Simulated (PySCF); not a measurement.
Members of one series of related molecules.

All values: PBE0/def2-SVPD (PySCF) at PBE0-D3(BJ)/def2-SVP geometries, gas phase, one conformer each. Core orbitals are frozen in the response; Δα² is half the sum of the squared differences of the principal polarisabilities. Atoms past krypton carry effective core potentials.

(1) Rank by mean static polarisability, highest first.
A. MoNCl3, `[N]#[Mo]([Cl])([Cl])[Cl]`
B. MoNF3, `[N]#[Mo]([F])([F])[F]`
C. MoN(NH2)3, `[N]#[Mo]([NH2])([NH2])[NH2]`
D. MoN(OH)3, `[N]#[Mo]([OH])([OH])[OH]`

(2) Rank by vertical ionisation energy (ΔSCF), highest first.
A. MoN(NH2)3, `[N]#[Mo]([NH2])([NH2])[NH2]`
B. MoN(OH)3, `[N]#[Mo]([OH])([OH])[OH]`
C. MoNF3, `[N]#[Mo]([F])([F])[F]`

(3) Rank by HOMO–LUMO gap, lowest first.
A. `[N]#[Mo]([OH])([OH])[OH]` (MoN(OH)3)
B. `[N]#[Mo]([Cl])([Cl])[Cl]` (MoNCl3)
C. `[N]#[Mo]([F])([F])[F]` (MoNF3)
D. `[N]#[Mo]([NH2])([NH2])[NH2]` (MoN(NH2)3)

Answers

(1) A (12.92 Å³), C (11.05 Å³), D (8.34 Å³), B (5.95 Å³).

(2) C (12.40 eV), B (10.71 eV), A (8.73 eV).

(3) B (5.21 eV), D (6.21 eV), C (6.77 eV), A (7.07 eV).

All values together:

| SMILES | change | formula | μ (D) | HOMO (eV) | LUMO (eV) | α (Å³) | Δα (Å³) | electrons | α per electron (Å³) | ΔSCF removal energy (eV) |
| --- | --- | --- | --- | --- | --- | --- | --- | --- | --- | --- |
| [N]#[Mo]([Cl])([Cl])[Cl] | parent | Cl3MoN | 1.04 | -9.45 | -4.24 | 12.92 | 2.90 | 100 | 0.129 | – |
| [N]#[Mo]([OH])([OH])[OH] | ligand (all three): Cl to OH | H3MoNO3 | 0.80 | -8.69 | -1.62 | 8.34 | 0.32 | 76 | 0.110 | 10.71 |
| [N]#[Mo]([NH2])([NH2])[NH2] | ligand (all three): Cl to NH2 | H6MoN4 | 3.71 | -6.95 | -0.75 | 11.05 | 1.08 | 76 | 0.145 | 8.73 |
| [N]#[Mo]([F])([F])[F] | ligand (all three): Cl to F | F3MoN | 1.19 | -10.11 | -3.33 | 5.95 | 1.02 | 76 | 0.078 | 12.40 |

Conformers: `[N]#[Mo]([OH])([OH])[OH]` (singlet state); `[N]#[Mo]([NH2])([NH2])[NH2]` (singlet state).

A dash marks a removal energy that wasn't run or isn't settled.

Give the shifts from the parent, `[N]#[Mo]([Cl])([Cl])[Cl]`.

```json
{"SMILES": "[N]#[Mo]([OH])([OH])[OH]", "change in μ (D)": "-0.24", "change in HOMO (eV)": "+0.76", "change in LUMO (eV)": "+2.62", "change in mean α (Å³)": "-4.58"}
{"SMILES": "[N]#[Mo]([NH2])([NH2])[NH2]", "change in μ (D)": "+2.67", "change in HOMO (eV)": "+2.50", "change in LUMO (eV)": "+3.49", "change in mean α (Å³)": "-1.87"}
{"SMILES": "[N]#[Mo]([F])([F])[F]", "change in μ (D)": "+0.15", "change in HOMO (eV)": "-0.66", "change in LUMO (eV)": "+0.91", "change in mean α (Å³)": "-6.97"}
```
